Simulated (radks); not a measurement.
The mean radii <r> (bohr) of the occupied orbitals of an atom or ion are listed with their occupations. Method: Dirac Kohn-Sham, LDA (Slater exchange, Perdew-Wang correlation), spin-unpolarised, spherical densities, finite nucleus; Fermi nuclear charge, rms radius of each element as measured or else 0.836 A^(1/3) + 0.57 fm; computed with a radial shooting solver on a logarithmic mesh with Libxc functionals.

orbital  occ.      <r>
1s1/2       2  0.05855
2s1/2       2   0.2657
2p1/2       2   0.2320
2p3/2       4   0.2349
3s1/2       2   0.7134
3p1/2       2   0.7101
3p3/2       1   0.7153

Name the element and its charge. Open shells, if any, fill j = l - 1/2 first.

Answer. Z = 26, iron, charge +11: Fe11+ in [Ne] 3s2 3p3. The 1s radius gives Z: for a bare nucleus <r> = (2 gamma + 1)/(2Z) with gamma = sqrt(1 - (Z/c)^2), 0.05699 bohr for Z = 26, and screening makes it slightly larger (0.05855 here). The occupations add up to 15, and the charge is Z minus that.
